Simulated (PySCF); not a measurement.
## A search over the determinants of CaAl⁺

Unrestricted PBE0; basis Ca 6-31G(d,p), Al 6-31G(d,p); no relativity; PySCF 2.14. Outer shells of the fragments: Ca 4s2; Al+ 3s2.

Followed along the bond (rough minima from three points):

| 2Ms+1 | unpaired | ⟨S²⟩ at the start | R at minimum (Å) | Te (eV) |
| --- | --- | --- | --- | --- |
| 1 | none | 0.00 | 3.48 | 0.00 |
| 3 | σ ↑, π ↑ | 2.01 | 2.99 | 0.52 |
| 3 | σ ↑↑ | 2.01 | 3.56 | 0.69 |
| 1 | σ ↑, π ↓ | 1.01 | 2.99 | 0.75 |
| 3 | π ↑↑ | 2.01 | none in the scan | ≤ 1.21 |

Solutions found at the starting distance of 2.885 Å, counted from the lowest of them; the search is not exhaustive and high or unbound solutions are not listed, so other states can lie among these:

| 2Ms+1 | unpaired | term | E (eV) | ⟨S²⟩ | ⟨Lz²⟩ | μ (D) |
| --- | --- | --- | --- | --- | --- | --- |
| 1 | none | ¹Σ⁺ | 0.00 | 0.00 | 0.00 | -3.26 |
| 3 | σ ↑, π ↑ | ³Π | 0.07 | 2.01 | 1.00 | -4.99 |
| 1 | σ ↑, π ↓ | mixed | 0.29 | 1.01 | 1.01 | -4.77 |
| 3 | σ ↑↑ | ³Σ⁺ | 0.60 | 2.01 | 0.00 | -0.65 |
| 3 | π ↑↑ | ³Σ⁻ | 0.87 | 2.01 | 0.00 | -5.98 |
| 1 | π ↑↓ | mixed | 1.04 | 1.01 | 2.01 | -5.95 |
| 1 | none | mixed | 1.56 | 0.00 | 2.00 | -5.72 |
| 3 | σ ↑, δ ↑ | ³Δ | 1.71 | 2.01 | 4.00 | -1.60 |
| 1 | σ ↑, δ ↓ | mixed | 1.78 | 1.01 | 4.00 | -1.90 |

A term symbol is given only where ⟨S²⟩ and ⟨Lz²⟩ are close to those of a pure state; real π, δ and φ orbitals otherwise mix terms. A positive dipole points towards Al; it is taken about the centre of mass and depends on that origin.

Question: Compare the gap between the two lowest followed solutions at the starting distance with the gap between their minima.

Answer: At PBE0 the second solution (triplet, unpaired electrons σ ↑, π ↑) lies +0.07 eV from the first (singlet, closed shell) at 2.885 Å and +0.52 eV at the minima; the two curves relax by different amounts, since their minima lie near 2.99 and 3.48 Å.
